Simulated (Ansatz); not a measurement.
Molecule: C₂H₉OSi₂, charge 0, multiplicity 2. It need not be the lowest isomer of its formula. 
Structure (B3LYP-D3(BJ)/def2-TZVP (Ansatz, a quantum-chemistry and plane-wave program) minimum search):
```
Si
O 1 1.6464
Si 2 1.6343 1 145.05
H 3 1.4787 2 108.48 1 177.21
H 3 1.4826 4 109.36 2 -120.58
H 3 1.4832 4 109.31 5 -118.79
H 1 1.4845 2 106.02 3 163.41
C 1 1.8421 7 110.25 2 118.64
H 8 1.0850 1 122.93 7 92.42
H 8 1.0850 9 114.25 1 177.29
C 1 1.8662 7 109.56 2 -119.27
H 11 1.0917 1 110.76 7 57.70
H 11 1.0920 12 108.21 1 -122.16
H 11 1.0929 12 107.95 13 -116.67
```
Charge 0, spin multiplicity 2.

Property: atomisation energy (electronic, to ground-state atoms); the coupled-cluster value holds the core correlation from cc-pwCVTZ, in kcal/mol. Cores are frozen in the correlated levels unless marked. UHF or UKS for open shells. No spin-orbit coupling. Non-relativistic. Basis-set limits of correlation are two-point, X^-3; Hartree-Fock from the larger set.

Level to compare with: CCSD(T)/CBS(cc-pV(T+d)Z,cc-pV(Q+d)Z) plus the core term (Ansatz), 1206.1 kcal/mol. It is a level with limits of its own, and the differences hold the functionals' basis error too.

Task: Rank these functionals by how close they come to CCSD(T)/CBS(cc-pV(T+d)Z,cc-pV(Q+d)Z), closest first: B97M-V/def2-TZVPD (Ansatz); wB97M-V/def2-TZVPD (Ansatz); wB97X-V/def2-TZVPD (Ansatz).

Result: wB97X-V/def2-TZVPD (range-separated hybrid with VV10, 1204.4 kcal/mol, difference -1.7), B97M-V/def2-TZVPD (meta-GGA with VV10, 1202.6 kcal/mol, difference -3.5), wB97M-V/def2-TZVPD (range-separated hybrid meta-GGA with VV10, 1201.1 kcal/mol, difference -5.0)
